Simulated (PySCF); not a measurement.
SMILES CC(/C=C\[SiH3])C (GFN2-xTB optimised geometry):

```
18

C      1.945     0.940     0.000
C      0.415     0.940     0.000
C     -0.121     2.373     0.000
C     -0.093     0.208     1.203
C     -0.854    -0.879     1.179
Si    -1.485    -1.768    -0.354
H      2.324    -0.080    -0.009
H      2.326     1.460    -0.877
H      2.326     1.441     0.888
H      0.062     0.431    -0.903
H      0.212     2.904     0.890
H     -1.208     2.370    -0.013
H      0.235     2.912    -0.875
H      0.216     0.642     2.149
H     -1.146    -1.303     2.133
H     -2.286    -2.912     0.088
H     -2.326    -0.879    -1.164
H     -0.370    -2.252    -1.174
```

Level of theory: PBE/def2-SVP in PySCF.

What are the frontier orbital energies and the dipole moment?

HOMO-2 -7.97 eV, HOMO-1 -7.20 eV, HOMO -6.28 eV, LUMO -1.11 eV, LUMO+1 0.54 eV; dipole moment 1.03 D.

Meta-Löwdin charges at PBE/def2-SVP: C1 -0.30, C2 -0.05, C3 -0.30, C4 -0.06, C5 -0.34, Si6 0.42, H7 0.10, H8 0.10, H9 0.10, H10 0.09, H11 0.10, H12 0.10, H13 0.10, H14 0.09, H15 0.11, H16 -0.08, H17 -0.09, H18 -0.09.
